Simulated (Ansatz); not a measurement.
Question: Name a neutral molecule of Al, C, I and H with ideal-gas entropy at 298 K and 1 bar (rigid rotor, harmonic PBE0-D4/def2-TZVP) between 344 and 360 J/(mol·K) and HOMO energy (PBE/def2-TZVPP) between -6.10 and -5.80 eV (Ansatz, PBE0-D4/def2-TZVP geometry).

Answer: `C=C(I)[CH2][AlH2]` (359 J/(mol·K), -5.98 eV). Other molecules can fit too; these were computed, each in one conformer that needn't be the lowest.
